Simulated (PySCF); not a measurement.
Species: C7H12.
Atom-mapped SMILES: `[CH2:1]=[CH:2][C:3](=[CH2:4])[CH:5]([CH3:6])[CH3:7]` (hydrogens: H8, H9 on C1; H10 on C2; H11, H12 on C4; H13 on C5; H14, H15, H16 on C6; H17, H18, H19 on C7)

Geometry (PBE0-D3(BJ)/def2-SVP, Å), atoms numbered from 1 in this order:
```
atom  x, y, z in Å
C1    -2.126    1.353   -0.145
C2    -1.889    0.153    0.401
C3    -0.624   -0.592    0.393
C4    -0.600   -1.823    0.936
C5     0.604    0.066   -0.203
C6     1.685   -0.917   -0.636
C7     1.177    1.105    0.766
H8    -1.355    1.923   -0.670
H9    -3.118    1.808   -0.086
H10   -2.717   -0.357    0.908
H11    0.302   -2.437    0.953
H12   -1.500   -2.253    1.383
H13    0.268    0.602   -1.109
H14    1.286   -1.687   -1.313
H15    2.139   -1.426    0.229
H16    2.494   -0.386   -1.160
H17    2.014    1.651    0.304
H18    0.419    1.839    1.075
H19    1.554    0.610    1.675
```

The calculation used PBE0-D3(BJ)/def2-SVP geometry optimisation, gas phase in PySCF.

Take the most abundant isotopes and a rigid rotor. The values belong to one conformer with, in the numbering `[CH2:1]=[CH:2][C:3](=[CH2:4])[CH:5]([CH3:6])[CH3:7]`, C1–C2–C3–C4 -176°, C2–C3–C5–C6 -158°.

**Question.** What are A, B and C (cm⁻¹)?

**Answer.** Ia = 144.31, Ib = 241.19, Ic = 322.25 u·Å²; 505379 MHz·u·Å²/I gives 3502, 2095 and 1568 MHz, that is A = 0.11681, B = 0.06989, C = 0.05231 cm⁻¹.

**Question.** Classify the top.

**Answer.** An asymmetric top. Ray's parameter κ = (2B − A − C)/(A − C) = -0.455; −1 is the prolate and +1 the oblate limit.

**Question.** What does the inertial defect say?

**Answer.** Not planar: Δ = Ic − Ia − Ib = -63.25 u·Å². For a rigid frame Δ = −2 Σ m c², so Σ m c² = 31.62 u·Å² lies off the ab plane: 11.22 from hydrogen and 20.41 from heavier atoms. The atom farthest from that plane is 1.76 Å away.

**Question.** Give the other two planar moments, Paa and Pbb, and the rms extents of the mass along the axes.

**Answer.** Paa = Σ m a² = (Ib + Ic − Ia)/2 = 209.56 and Pbb = Σ m b² = (Ia + Ic − Ib)/2 = 112.69 u·Å². With the mass M = 96.09 u, the rms extents √(P/M) along a, b and c are 1.48, 1.08, 0.57 Å.

**Question.** Which lines would a microwave search look for?

**Answer.** The dipole components are |μa| = 0.18 D, |μb| = 0.19 D, |μc| = 0.04 D. The squared components, which scale the intensities, stand as 0.96 : 1.00 : 0.04 (a : b : c). Some lines, for components of 0.1 D or more:

| type | branch | J(Ka,Kc) | MHz | lower level (cm⁻¹) |
| --- | --- | --- | --- | --- |
| a | Q | 1(1,0) ← 1(1,1) | 527 | 0.169 |
| a | Q | 3(2,1) ← 3(2,2) | 574 | 0.956 |
| a | R | 1(0,1) ← 0(0,0) | 3664 | 0.000 |
| b | Q | 2(2,0) ← 2(1,1) | 4342 | 0.449 |
| b | Q | 5(3,2) ← 5(2,3) | 6667 | 2.145 |
| a | R | 2(0,2) ← 1(0,1) | 7205 | 0.122 |
| b | R | 5(3,2) ← 4(4,1) | 7530 | 2.117 |
| a | R | 4(3,2) ← 3(3,1) | 14854 | 1.237 |
| a | R | 4(2,2) ← 3(2,1) | 15516 | 0.975 |
| a | R | 5(3,2) ← 4(3,1) | 18924 | 1.737 |

**Question.** Estimate the classical rotational partition function at 10 K, 100 K and 500 K.

**Answer.** Point group C1, symmetry number σ = 1; q = (√π/σ)·√((kT/h)³/(ABC)), k/h = 20836.6 MHz/K: 1570 at 10 K, 49700 at 100 K, 556000 at 500 K.

Whether it is a minimum is left open (no frequencies). Zero-point vibration and centrifugal distortion are left out. A rigid rotor knows nothing of internal rotation, which can split or shift real lines.
